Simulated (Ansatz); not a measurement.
Calculated with Ansatz (gas phase, PBE0-D4/def2-TZVP geometries, no zero-point term in ΔE). CBS: MP2 limit from def2 TZ/QZ plus the TZ coupled-cluster correction, frozen cores. Elements past krypton have def2 core potentials. For I, Ti outer-core shells are correlated without core-valence functions, which leaves a few kJ/mol of doubt a bond. Scalar relativity is left out up to krypton. Each species was taken in one conformer, which may not be the lowest.

Reaction (redistribution): `C[Si](C)(F)I` + `[CH3][Ti]([OH])([OH])[OH]` → `C[Si](C)(C)F` + `[OH][Ti]([OH])([OH])[I]`

```
                    species  CCSD/CBS(def2) energy (Eh)
             `C[Si](C)(F)I`                  -766.13844
`[CH3][Ti]([OH])([OH])[OH]`                 -1116.20515
             `C[Si](C)(C)F`                  -508.53060
  `[OH][Ti]([OH])([OH])[I]`                 -1373.84099
```

Question: Work out ΔE.

Answer: ΔE = (-508.53060) + (-1373.84099) − (-766.13844) − (-1116.20515) = -0.02800 Eh = -17.6 kcal/mol. CCSD(T)/CBS gives -19.6 kcal/mol.

Largest T1 diagnostic among the species: 0.023, so the coupled-cluster value is less sure than usual.

In def2-TZVPP, CCSD(T) changes the Hartree–Fock value by −1.4 kcal/mol (the triples alone add −2.0 kcal/mol) and MP2 by −2.4 kcal/mol.
